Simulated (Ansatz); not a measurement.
FH₃LiN, SMILES [NH3]->[Li][F] (connectivity only; charge and spin as stated), neutral, multiplicity 1.

Geometry optimised at B3LYP-D3(BJ)/def2-TZVP.

Two levels are set side by side: PBE/def2-TZVPD (Ansatz, an electronic-structure program) and CAM-B3LYP/def2-TZVPD (Ansatz). Energy differences of separate SCF runs at the same geometry; the states with an electron removed or added have multiplicity 2 and 2. Differences are taken from unrounded values.

| quantity | CAM-B3LYP | PBE | PBE minus CAM-B3LYP |
|---|---|---|---|
| vertical ionisation energy (eV) | 10.89 | 10.41 | -0.48 |
| vertical singlet–triplet gap (eV) | 7.04 | 6.09 | -0.95 |
